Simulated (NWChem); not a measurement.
# C2H3ClO2Si; SMILES O=C1C[Si@@H](Cl)O1

```xyz
9

O      0.3749     2.7133    -0.5151
C      0.0880     1.6200    -0.1551
C     -1.2350     0.8400    -0.2274
Si    -0.2397    -0.4841     0.6377
Cl     0.2218    -2.1643    -0.4345
O      0.9439     0.7469     0.4725
H     -1.5552     0.6511    -1.2622
H     -2.0485     1.3462     0.3124
H     -0.4807    -0.8673     2.0446
```
Atoms are numbered in this order, from 1.

Program: NWChem. All runs use the structure optimised with PBE0/def2-SVP. Total energies of different functionals are on different scales.

```json
[
 {"level": "PBE/def2-TZVP", "energy (Ha)": "-977.7816", "highest occupied level (eV)": "-6.70", "orbital gap (eV)": "5.31", "dipole (D)": "3.51"},
 {"level": "B3LYP/def2-TZVP", "energy (Ha)": "-978.4002", "highest occupied level (eV)": "-7.98", "orbital gap (eV)": "7.36", "dipole (D)": "3.81"},
 {"level": "BLYP/def2-TZVP", "energy (Ha)": "-978.3115", "highest occupied level (eV)": "-6.58", "orbital gap (eV)": "5.31", "dipole (D)": "3.58"},
 {"level": "TPSSh/def2-TZVP", "energy (Ha)": "-978.4034", "highest occupied level (eV)": "-7.37", "orbital gap (eV)": "6.57", "dipole (D)": "3.65"},
 {"level": "PW6B95/def2-TZVP", "energy (Ha)": "-979.2508", "highest occupied level (eV)": "(withheld)", "orbital gap (eV)": "(withheld)", "dipole (D)": "3.80"}
]
```

Complete the blanks.


- PW6B95/def2-TZVP, highest occupied level (eV): -8.37
- PW6B95/def2-TZVP, orbital gap (eV): 7.96
